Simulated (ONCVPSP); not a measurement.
# Ir (Z = 77), ONCV: configuration errors across variants

```json
{
  "Element": "Ir",
  "Generator": "ONCVPSP 4.0.1",
  "Type": "optimised norm-conserving Vanderbilt (ONCV)",
  "Functional": "PBE",
  "Relativity": "scalar-relativistic",
  "Frozen core": "[Kr] 4d10 4f14",
  "Valence charge": "17",
  "Reference configuration": "5s2 5p6 5d7 6s2",
  "Partial waves": "5s+6s: rc 1.85 bohr, ncon 4, nbas 7, qcut 5.3 1/bohr, 2 projectors; 5p: rc 1.60 bohr, ncon 5, nbas 9, qcut 7.7 1/bohr, 2 projectors, debl 3.3 Ha; 5d: rc 2.20 bohr, ncon 4, nbas 8, qcut 7.9 1/bohr, 2 projectors, debl 0.9 Ha",
  "Local potential": "polynomial inside 1.50 bohr (lpopt 5, dvloc0 2 Ha)",
  "Core correction": "none"
}
```

All-electron excitation energies from the reference (eV): (1) 5s2 5p6 5d7 6s1 9.880; (2) 5s2 5p6 5d7 6s0 27.349; (3) 5s2 5p6 5d6 6s0 57.890; (4) 5s2 5p6 5d7 6s1.5 4.035.

Errors AE − PS in meV (a dash: test not solved or not reliable):

```
     change   (1)  (2)  (3)   (4)  bound ghosts  GHOST(+) flags above zero
       base  -5.1  -17  -18  -1.8          none                       none
s: qcut 3.3  -5.0  -17  -19  -1.8          none                       none
s: qcut 3.9  -5.1  -18  -19  -1.9          none                       none
s: qcut 4.5  -5.1  -18  -19  -1.9          none                       none
s: qcut 5.5  -5.0  -17  -18  -1.8          none                       none
s: qcut 6.2  -4.8  -16  -17  -1.8          none                       none
s: qcut 6.6  -4.7  -15  -16  -1.8          none                       none
s: qcut 7.4  -4.5  -14  -15  -1.7          none                       none
  s: qcut 8  -4.4  -13  -14  -1.7          none                       none
```

**Question.** Give the same row for: s: qcut 4.8.

**Answer.** -5.1, -18, -18, -1.8; bound ghosts: none; GHOST(+) flags above zero: none.
